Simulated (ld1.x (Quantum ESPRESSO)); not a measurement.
Values are calculated unless marked as measured or tabulated.
## Potentials for sulfur (S) compared

Generated with ld1.x 7.5 (TM, RRKJ, ultrasoft, PAW), atompaw 4.2 or ONCVPSP 4.0.1. The cutoff is in Ry: for ld1.x and atompaw files where the sum of valence levels is converged to 10 mRy in a Bessel basis, for ONCV files where the hardest occupied wave has 1 mHa per electron of residual kinetic energy. The error is the largest all-electron minus pseudo excitation energy over each file’s own four to seven test configurations (ionisations up to +4, promotions, holes and added fractions of an electron), all of which were solved. The labels leave out finer settings (local radius, basis sizes, second energies), which also bear on the numbers. Spin-polarised tests are not counted. The rows are a selection from randomly drawn settings: files with unsolved tests, undetermined cutoffs or missed reference levels are left out.

```csv
potential,cutoff (Ry),largest error (meV),bound ghosts
"TM, PBEsol, scalar-relativistic, rc 1.15/1.10 (sp), local s, core correction no, reference 3s1.75 3p4.25",100,+195,none
"TM, PBE, non-relativistic, rc 1.35/1.65 (sp), local s, core correction no, reference 3s2 3p3",40,+150,none
"ultrasoft, PBE, scalar-relativistic, rc 1.60/1.25/1.70 (spd), local smoothed, core correction no, reference 3s2 3p3",15,+17,none
"PAW, BLYP, scalar-relativistic, rc 1.35/1.35/1.25 (spd), local smoothed, core correction yes, reference 3s2 3p4",18,-107,none
"RRKJ, LDA (PZ), scalar-relativistic, rc 1.15/1.25/1.10 (spd), local p, core correction yes, reference 3s2 3p4",60,+80,none
```

Fill in the row for S: ultrasoft, PBEsol, scalar-relativistic, rc 1.75/1.35/1.25 (spd), local smoothed, core correction no, reference 3s2 3p4.

cutoff 12 Ry, largest error +39 meV, bound ghosts: none.

Fill in the row for S: RRKJ, PBEsol, non-relativistic, rc 1.55/1.70/1.40 (spd), local p, core correction no, reference 3s2 3p4.

cutoff 30 Ry, largest error +193 meV, bound ghosts: none.

Fill in the row for S: TM, PBE, non-relativistic, rc 1.30/1.70 (sp), local p, core correction yes, reference 3s1 3p5.

cutoff 25 Ry, largest error +183 meV, bound ghosts: none.
